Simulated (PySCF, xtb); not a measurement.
CH3Se, SMILES [Se]C (connectivity only; charge and spin as stated), charge -1, multiplicity 1.

GFN2-xTB run with xtb at its own geometry gives an orbital gap of 5.07 eV.

Coordinates come from a PBE0-D3(BJ)/def2-TZVPD optimisation. The spin state was assumed, not searched. The isomer is the one that the SMILES or the coordinates give; other isomers of the formula were not compared.

Problem. What does HF/def2-TZVPD in PySCF give? (Estimate from the structure and the level; the computed values follow.)

Solution. gap 7.01 eV (levels -2.17 and 4.84 eV).
